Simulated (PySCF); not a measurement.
CH3ClF2Si, SMILES [Si](C)(F)(F)Cl. The structure is a stationary point at B3LYP-D3(BJ)/def2-SVP.

Computed equilibrium geometry at B3LYP-D3(BJ)/def2-SVP (PySCF confirms it by a frequency run) as Cartesian coordinates in Å, and its point group:
point group Cs.
```xyz
8

C      1.5131     1.2629     0.0000
Si    -0.0721     0.3236     0.0000
F     -0.9647     0.6955     1.2908
F     -0.9647     0.6955    -1.2908
Cl     0.2215    -1.7059     0.0000
H      2.1069     1.0135     0.8926
H      2.1069     1.0135    -0.8926
H      1.3166     2.3465     0.0000
```
